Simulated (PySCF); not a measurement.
# Orbital picture of GeTe

PBE0 at R = 2.345 Å; basis Ge cc-pVTZ-PP with ECP10, Te cc-pVTZ-PP with ECP28; scalar-relativistic core potentials; PySCF 2.14. State: ¹Σ⁺ (singlet), closed shell. Only the outer orbitals are listed, counted within each symmetry, core potentials removing the inner ones.

```json
{"orbital": "7σ", "occ.": "2", "ε (eV)": "-17.53", "on Ge (%)": "23", "main shells (%)": "74 Te s, 19 Ge s"}
{"orbital": "8σ", "occ.": "2", "ε (eV)": "-12.74", "on Ge (%)": "65", "main shells (%)": "64 Ge s, 22 Te s, 12 Te p"}
{"orbital": "9σ", "occ.": "2", "ε (eV)": "-7.30", "on Ge (%)": "48", "main shells (%)": "50 Te p, 36 Ge p, 12 Ge s"}
{"orbital": "5π", "occ.": "2", "ε (eV)": "-7.02", "on Ge (%)": "26", "main shells (%)": "74 Te p, 24 Ge p"}
{"orbital": "5π", "occ.": "2", "ε (eV)": "-7.02", "on Ge (%)": "26", "main shells (%)": "74 Te p, 24 Ge p"}
{"orbital": "6π", "occ.": "0", "ε (eV)": "-2.59", "on Ge (%)": "74", "main shells (%)": "73 Ge p, 24 Te p"}
{"orbital": "6π", "occ.": "0", "ε (eV)": "-2.59", "on Ge (%)": "74", "main shells (%)": "73 Ge p, 24 Te p"}
{"orbital": "10σ", "occ.": "0", "ε (eV)": "0.42", "on Ge (%)": "71", "main shells (%)": "84 Ge p, 47 Te p"}
```

Task: Which are the highest filled and the lowest empty level, where do they sit, and how wide is the gap?

Result: Highest filled 5π at -7.02 eV (in %: 74 Te p, 24 Ge p); lowest empty 6π at -2.59 eV (in %: 73 Ge p, 24 Te p); the gap at PBE0 is 4.43 eV.

```
bond order (Mayer)                               : 2.41
⟨S²⟩                                             : 0.000
charge on Ge (Mulliken, basis-dependent)         : 0.24
charge on Ge (Löwdin, basis-dependent)           : -0.03
dipole moment (positive dipole means Ge(−)Te(+)) : -1.44 D
polarisability along the bond                    : 109.6 bohr³
polarisability across the bond                   : 49.8 bohr³
```

Spin–orbit coupling is left out.
